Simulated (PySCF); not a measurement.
## Radial density of C (carbon, neutral)

UHF, [He] 2s2 2p1 3s1, 3s spin antiparallel (an excited configuration). Computed with PySCF 2.14 in aug-cc-pCVTZ-DK, with the spin-free X2C one-electron Hamiltonian (Gaussian nucleus).

```
r (bohr)  4πr²ρ (e/bohr)  4πr²(ρα − ρβ)
 0.00499         0.03903        -0.0001
 0.00839          0.1058        -0.0003
  0.0141          0.2761        -0.0007
  0.0238          0.6929        -0.0017
  0.0399           1.609        -0.0038
  0.0672           3.291        -0.0070
   0.113           5.413        -0.0075
   0.190           6.234         0.0134
   0.320           4.034         0.0981
   0.538           1.532         0.3045
   0.905           1.888         0.5564
    1.52           1.755         0.5110
    2.56          0.4385         0.1013
    4.31          0.2992        -0.2794
    7.24         0.06999        -0.0700
    12.2       4.387e-05         0.0000
```

Densities and radii are taken from the X2C orbitals without a picture-change correction, which distorts them close to the nucleus.

The outer electron is Rydberg-like, and this basis confines it to a smaller radius and binds it less than a complete one would. With the s spin flipped the determinant is a mixture of two multiplicities, not a spectroscopic state.
